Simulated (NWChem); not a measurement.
Species: C4H12Si; SMILES C[Si](C)(C)C

```xyz
17

C     -1.4923     0.9875     0.6250
Si     0.0001     0.0000     0.0003
C      0.2157    -1.5578     1.0584
C     -0.2841    -0.4986    -1.8062
C      1.5605     1.0689     0.1226
H     -2.4234     0.3867     0.5654
H     -1.6441     1.9070     0.0227
H     -1.3552     1.2948     1.6823
H      1.0836    -2.1578     0.7148
H     -0.6844    -2.2047     1.0061
H      0.3844    -1.2987     2.1241
H     -1.1931    -1.1264    -1.9101
H     -0.4139     0.3942    -2.4522
H      0.5749    -1.0797    -2.2011
H      1.4632     1.9901    -0.4883
H      1.7537     1.3773     1.1709
H      2.4534     0.5171    -0.2375
```
Atoms are numbered in this order, from 1.

Program: NWChem. Pople sets run with spherical d functions. Medium grid unless said otherwise, to which SCAN and Minnesota functionals are sensitive. All runs use the structure optimised with PBE-D3(BJ)/def2-SVP.

Problem. Order these by “orbital gap (eV)”, lowest first: PBE/6-31G*; LC-BLYP (range parameter 0.33 per bohr)/6-31G*; B3LYP/6-31G*.

Solution. PBE/6-31G* (8.15), B3LYP/6-31G* (9.83), LC-BLYP (range parameter 0.33 per bohr)/6-31G* (14.47)
